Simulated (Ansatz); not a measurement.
Geometry optimisation, RKS r2SCAN/6-31G (Ansatz 0.2.0).

Input file:

```yaml
crystal:
  periodic: [false, false, false]
  atoms:
    - { symbol: B, position_ang: [-0.06463, 1.75343, -0.8336] }
    - { symbol: C, position_ang: [0.84368, 0.95899, -0.14567] }
    - { symbol: O, position_ang: [0.78482, -0.3009, 0.38969] }
    - { symbol: Si, position_ang: [-0.44004, -1.35114, 0.46954] }
    - { symbol: H, position_ang: [-0.71127, 2.50011, -1.41203] }
    - { symbol: H, position_ang: [1.83546, 1.39075, 0.01959] }
    - { symbol: H, position_ang: [0.26183, -2.44837, 1.11707] }
    - { symbol: H, position_ang: [-0.95392, -1.68395, -0.86388] }
    - { symbol: H, position_ang: [-1.55593, -0.81892, 1.25931] }
basis:
  gaussian: { orbitals: "6-31G" }
hamiltonian:
  xc: r2scan
relax:
  f_tol: 0.015
  max_steps: 40
```

Launched with:

```bash
$ ansatz run input.yaml --threads 1 --pin off --max-ram 2048MiB --backend cpu --events-out ev --progress --plain --runs-dir out
```

Problem. Where does it end, and by what steps?

Solution. The run converged. Limits of this set-up: no polarisation functions. After 9 steps the energy has fallen by 0.382 eV; H7 moved furthest, 0.28 Å.

| step | energy less start (eV) | largest force component (eV/Å) | accepted |
| --- | --- | --- | --- |
| 0 | 0.0000 | 2.847 | yes |
| 1 | -0.2763 | 1.540 | yes |
| 2 | -0.3440 | 0.615 | yes |
| 3 | -0.3257 | 0.904 | no |
| 4 | -0.3598 | 0.368 | yes |
| 5 | -0.3789 | 0.227 | yes |
| 6 | -0.3806 | 0.082 | yes |
| 7 | -0.3812 | 0.040 | yes |
| 8 | -0.3794 | 0.134 | no |
| 9 | -0.3815 | 0.011 | yes |

```xyz
9
Properties=species:S:1:pos:R:3
B -0.099 1.681 -0.803
C 0.921 0.980 -0.135
O 0.986 -0.294 0.454
Si -0.418 -1.341 0.470
H -0.886 2.343 -1.372
H 1.879 1.498 -0.033
H 0.033 -2.602 1.128
H -0.880 -1.583 -0.945
H -1.537 -0.682 1.235
```

Run time: 43 s on 1 thread of Arm Neoverse V1, with other jobs on the host, peak memory 0.16 GiB.
